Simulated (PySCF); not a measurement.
FH7OSi3, SMILES O[Si@@H](F)[SiH2][SiH3].

Geometry: r2SCAN-D4/def2-SVP. The structure was generated by enumeration; whether it is a known compound was not checked. One conformer was computed; it need not be the lowest.

Calculation: TDDFT-M06-2X/def2-SVPD (PySCF).

Vertical excitations. 

Computed lowest excited states:
```csv
state,energy (eV),λ (nm),f,main pairs
S1,6.46,192,0.001,HOMO→LUMO+1 92 %
S2,6.53,190,0.206,HOMO→LUMO 80 %
S3,7.30,170,0.067,"HOMO→LUMO+3 69 %, HOMO→LUMO+2 11 %"
S4,7.39,168,0.026,HOMO→LUMO+4 73 %
S5,7.42,167,0.065,HOMO−1→LUMO 67 %
S6,7.44,167,0.095,"HOMO→LUMO+2 69 %, HOMO→LUMO+5 11 %"
S7,7.62,163,0.023,HOMO−1→LUMO+1 79 %
S8,7.87,157,0.039,"HOMO→LUMO+5 41 %, HOMO→LUMO+6 20 %, HOMO→LUMO+7 13 %"
S9,7.98,155,0.272,"HOMO→LUMO+6 31 %, HOMO−1→LUMO+2 27 %, HOMO−1→LUMO+3 13 %"
S10,8.17,152,0.075,"HOMO−1→LUMO+4 48 %, HOMO−2→LUMO 11 %, HOMO→LUMO+9 8 %"
T1,5.83,213,0,HOMO→LUMO 72 %
T2,6.04,205,0,HOMO→LUMO+1 84 %
T3,6.55,189,0,"HOMO→LUMO+3 48 %, HOMO→LUMO+2 22 %"
T4,6.63,187,0,"HOMO−1→LUMO+1 43 %, HOMO→LUMO+4 28 %, HOMO→LUMO+5 12 %"
```
Triplets are in the Tamm–Dancoff approximation, which puts them higher than full response would, so one can lie above its singlet here.
